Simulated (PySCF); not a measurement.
Input of a run (PBE0-D3(BJ)/def2-SVP geometry optimisation, gas phase (PySCF 2.14.0)), started from GFN2-xTB:
```
{"job": {"xc": "PBE0", "basis": "def2-SVP", "d3": "d3bj", "grid": 2, "kind": "geom"}, "charge": 0, "multiplicity": 1}
N     -3.095685     1.884864    -1.716838
C     -2.664546     0.956197    -1.202091
C     -2.111271    -0.179313    -0.566944
F     -2.944235    -1.223330    -0.379440
C     -0.848639    -0.214859    -0.185401
C      0.360829    -0.224933     0.185448
C      1.580963    -0.241625     0.541278
C      2.834383    -0.269916     0.907062
F      3.248971     0.130067     2.114115
H      3.648114    -0.612498     0.280284
```

Output (energies in Eh, forces in Eh/bohr):
```
step   0  E = -482.61131630  max force = 0.028903
step   1  E = -482.61207551  max force = 0.007370
step   2  E = -482.61269155  max force = 0.004524
step   3  E = -482.61298297  max force = 0.003796
step   4  E = -482.61313082  max force = 0.002504
step   5  E = -482.61319932  max force = 0.001978
step   6  E = -482.61326879  max force = 0.000883
step   7  E = -482.61327627  max force = 0.000582
step   8  E = -482.61327952  max force = 0.000355
optimisation converged
```

Question: Summarise the run.

Answer: The energy falls by 1.2 kcal/mol over 9 energy and gradient evaluations, the largest force component goes from 0.0289 to 3.6e-04 Eh/bohr, and the atoms move by 0.038 Å rms after alignment. The bond that changes most is C3–F4 (outer carbon of cumulated double bonds to vinyl fluorine), which shortens by 0.019 Å. Bonds longer at the end by more than 0.005 Å: 6 of 9; shorter: 2. Among the angles that change most is C6–C7–C8, from 179.5° to 177.3°. The energy never rose by more than 1e-6 Eh on the way. The first step brought 39 % of the lowering.

Question: What are the final bond lengths?

Answer: N1≡C2 1.160 Å, C2–C3 1.430 Å, C3–F4 1.329 Å, C3=C5 1.322 Å, C5=C6 1.278 Å, C6=C7 1.280 Å, C7=C8 1.318 Å, C8–F9 1.320 Å, C8–H10 1.096 Å. Numbering counts from 1 in the input's order; the species is `N#CC(F)=C=C=C=CF`.

The run used 131 basis functions and 76 SCF cycles in all. On Arm Neoverse V1, one thread, on a shared host, this took 68 s wall and 0.66 GiB of memory at its peak.

Whether it is a minimum is left open (no frequencies).
